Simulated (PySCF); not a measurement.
Computed properties of SbF2, SMILES [Sb+]([F])[F]

SbF2, SMILES [F][Sb+][F] (connectivity only; charge and spin as stated), charge +1, multiplicity 1. Coordinates come from a B3LYP-D3(BJ)/def2-TZVP optimisation. The multiplicity is an assumed one; other spin states were not compared. The isomer is the one that the SMILES or the coordinates give; other isomers of the formula were not compared. The def2 effective core potentials stand for the cores of Sb; spin–orbit coupling is left out. The values are those of a single conformer. All values are computed for the isolated molecule unless a solvent is named; none is compared with measurement here.

**Structure.** The optimised structure has C2v symmetry. All 3 harmonic modes at B3LYP-D3(BJ)/def2-TZVP (PySCF) are real, so it is a minimum. With heavy atoms numbered as in [Sb+:1]([F:2])[F:3], the shortest bond between them is Sb1–F2 at 1.852 Å and the longest Sb1–F3 at 1.852 Å.

**Vibrations.** The strongest infrared lines (harmonic, unscaled, degenerate partners summed) lie at 710 cm⁻¹ (90 km/mol, F 85 %, Sb 15 %), 721 cm⁻¹ (54 km/mol, F 87 %, Sb 13 %), 223 cm⁻¹ (12 km/mol, F 89 %, Sb 11 %). The softest mode is at 223 cm⁻¹ and the zero-point energy is 2.4 kcal/mol.

**Electronic structure.** CAM-B3LYP/def2-TZVPD (PySCF) places the frontier levels at -18.82 and -9.99 eV, a gap of 8.83 eV and a mean polarisability of 27.5 bohr³. PBE/def2-TZVPD (PySCF) at the same geometry gives -15.91 and -11.70 eV, so its gap is 4.62 eV narrower. An orbital gap is neither the optical nor the fundamental gap.

**Excitations.** TDA-PBE0/def2-SVPD (PySCF) has S1 at 5.17 eV (240 nm, f = 0.056, bright); the most intense of the 10 singlets computed lies at 8.97 eV (f = 0.18). T1 (TDA) is at 3.85 eV, 1.32 eV under S1. TDA-PBE/def2-SVPD (PySCF) puts S1 at 4.65 eV. No vertical singlet excitation falls in the visible range (under 3.1 eV).
